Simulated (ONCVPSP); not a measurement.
Cutoff test, Si (Z = 14), ONCV

ONCVPSP 4.0.1 input, shortened (lines: element, Z, core and valence counts, functional; n l f; lmax; l rc ep ncon nbas qcut; lloc lpopt rc5 dvloc0; l nproj debl; icmod fcfact rcfact), PW91, scalar-relativistic:

```
  Si 14.00    3    2  -109134      upf
    1    0    2.00
    2    0    2.00
    2    1    6.00
    3    0    2.00
    3    1    1.50
    2
    0    1.55    0.00    3    8    5.20
    1    2.35    0.00    4    7    3.00
    2    1.75    0.04    5    9    4.60
    4    5    1.05   -1.00
    0    1    2.80
    1    1    2.20
    2    3    1.00
    1    0.98    0.00
```

Q: For each optimised wave give the share of its norm inside rc, the residual kinetic energy above qcut (Ha) and the cutoffs (Ha) for errors of 10, 1, 0.1 and 0.01 mHa per electron.

A:

```tsv
wave	norm inside rc	residual KE	10 mHa	1 mHa	0.1 mHa	0.01 mHa
3s	0.254	4.8e-06	5.7	8.5	10.8	13.1
3p	0.468	6.0e-05	2.2	3.2	4.3	20.0
d projector 1	0.087	1.7e-03	6.1	12.1	73.5	93.0
d projector 2	0.250	1.7e-02	11.8	18.0	77.4	120.5
d projector 3	0.152	3.9e-02	14.0	32.3	87.0	105.0
```

The occupied waves need 8.5 Ha and 11 Ha for 1 and 0.1 mHa. The cutoffs count occupied waves only; projector 3 of the d channel, the hardest unoccupied one, needs 32 Ha at the loose tolerance. Note: ghosts flagged at negative energy: d at -81.5 eV; GHOST(+) flagged for s at 1.29 eV. A true bound ghost makes a file unfit for plane-wave use.
